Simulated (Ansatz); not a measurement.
Cartesian coordinates in Å:
```
B -0.989 0.426 -0.523
C 0.555 0.599 -0.761
O 1.094 -0.464 0.033
C 0.138 -0.835 0.974
O -1.145 -0.456 0.486
H -1.933 0.927 -1.049
H 0.894 0.468 -1.791
H 0.928 1.578 -0.418
H 0.169 -1.918 1.113
H 0.289 -0.324 1.936
```

Total charge 0; spin multiplicity 1.

(1) List the CAM-B3LYP/def2-TZVPP orbital energies in eV (Ansatz). (An estimate is asked.)

## Answers

(1) Ansatz gave: Occupied: -523.35, -522.82, -281.66, -279.71, -186.10, -32.13, -29.66, -22.16, -19.45, -16.88, -16.03, -15.91, -13.96, -13.21, -12.85, -11.75, -11.26, -10.41, -9.09. Lowest empty: 0.83, 1.86, 2.55, 3.10, 3.37, 3.47, 3.60, 4.21.
